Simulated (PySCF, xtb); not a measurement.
C3H4F2Si, SMILES C(F)(F)C#C[SiH3].

xtb 6.7.1 with GFN2-xTB at its own geometry gives an orbital gap of 5.29 eV and a dipole moment of 3.54 D.

Geometry: PBE-D3(BJ)/def2-SVP. The structure was generated by enumeration, and PubChem lists no compound with its InChIKey, so it may never have been made.

Task: What does PySCF with HF/def2-TZVP give? (An estimate is asked for; the answer gives what the named calculation found.)

Result: gap 14.10 eV (levels -11.33 and 2.77 eV), dipole 2.26 D.
